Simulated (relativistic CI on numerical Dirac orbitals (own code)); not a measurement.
Method of calculation: Dirac-Coulomb-Breit CI, orbitals from a KLI potential per configuration, model QED (radiative potential, 1s self-energy scaled to tabulated hydrogen-like ionisation energies), unscaled Slater integrals (own radial code, finite nucleus).

Configuration list (outside the closed core [Ar] 3d10): 4s2.4p4, 4s.4p5, 4s2.4p3.4d, 4p6, 4s.4p4.4d, 4s2.4p3.4f, 4s.4p4.4f, 4p5.4d, 4s.4p3.4d2, 4s2.4p2.4d.4f, 4p5.4f, 4s2.4p3.5s, 4s2.4p3.5p, 4p5.5s, 4p4.4d.4f, 4s.4p3.4d.5s, 4s.4p3.4f2, 4s.4p4.5s, 4s2.4p3.5d, 4s2.4p2.4f.5s, 4s.4p4.5p, 4s2.4p3.5f, 4s2.4p3.5g, 4s.4p4.5d, 4s2.4p3.6s, 4s2.4p3.6p, 4p4.4f.5s, 4s2.4p2.4d2, 4s2.4p.4d3, 4s.4p2.4d3, 4s2.4p.4d2.4f, 4s.4p2.4d2.4f, 4s2.4p.4d2.5s, 4p4.4d2, 4p3.4d3, 4p3.4d2.4f, 4p3.4d2.5s, 4s2.4p2.4d.5s, 4s.4p2.4d2.5s, 4s2.4p.4d.4f.5s, 4s.4p2.4d.4f.5s, 4s2.4p.4d.5s2, 4p4.4d.5s, 4p3.4d.4f.5s, 4p3.4d.5s2, 4s2.4p2.5s2, 4s.4p2.4d.5s2, 4s2.4p.4f.5s2, 4s.4p2.4f.5s2. Double excitations out of closed p, d and f shells are left out; levels of such configurations are missing from the list, as are those of other unlisted configurations, and high levels can miss mixing partners. These lack a partner that the ground configuration has and come out too high: 4s2.4p3.5p, 4s2.4p3.5d, 4s.4p4.5p, 4s2.4p3.5f, 4s2.4p3.5g.

At this charge energies of transitions that change n are usually good to better than 1 %, and those within a shell (Δn = 0) to a few per cent.

Outline of the computed level scheme of Ce XXV. Lowest level of each configuration: 4s2.4p4 3P_2 at 0.000 eV; 4s.4p5 3P°_2 at 81.790 eV; 4s2.4p3.4d 3F°_2 at 96.715 eV.

Some strong electric-dipole decays among the lowest 45 levels: 4s2.4p3.4d 3P°_0 → 4s2.4p4 3P_1 (6.6e+11 s⁻¹); 4s2.4p3.4d 3P°_1 → 4s2.4p4 3P_1 (4.4e+11 s⁻¹); 4s2.4p3.4d 3D°_3 → 4s2.4p4 3P_2 (4.1e+11 s⁻¹); 4s2.4p3.4d 1P°_1 → 4s2.4p4 1S_0 (4.0e+11 s⁻¹); 4s2.4p3.4d 3P°_1 → 4s2.4p4 3P_2 (3.8e+11 s⁻¹); 4s2.4p3.4d 3P°_2 → 4s2.4p4 3P_2 (3.7e+11 s⁻¹); 4s2.4p3.4d 1D°_2 → 4s2.4p4 3P_1 (3.3e+11 s⁻¹); 4s2.4p3.4d 3D°_2 → 4s2.4p4 1D_2 (3.0e+11 s⁻¹).

LS names give the leading component of a level, which can be under half, so a name can repeat, a term be missing and a line seem to break the LS rules.
